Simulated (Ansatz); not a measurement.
Gas-phase reaction in SMILES: NB(N)F → N[B]N + F atom (the B-F bond at the site shown breaks; other sites are not compared here)
Each molecule is optimised on its own at B3LYP-D3(BJ)/def2-TZVP (Ansatz, a program for electronic structure), one conformer each, not searched for the lowest.

Quantity: bond dissociation energy (electronic energy difference), in kJ/mol. Correlated levels leave the core frozen unless marked. UHF or UKS for open shells. No spin-orbit coupling. Non-relativistic. Basis-set limits of correlation are two-point, X^-3; Hartree-Fock from the larger set.

CCSD(T)/CBS(cc-pVTZ,cc-pVQZ) (Ansatz) gives 718.1 kJ/mol.

Q: Another calculation gave 705.6 kJ/mol. Which level was it?
A. HSE06/def2-TZVPD (Ansatz)
B. SVWN5/def2-TZVPD (Ansatz)
C. B2GP-PLYP/def2-TZVPD (Ansatz)
D. revPBE/def2-TZVPD (Ansatz)

A: C, B2GP-PLYP/def2-TZVPD (Ansatz). The others give 674.5 (revPBE), 690.5 (HSE06), 803.4 (SVWN5) kJ/mol.
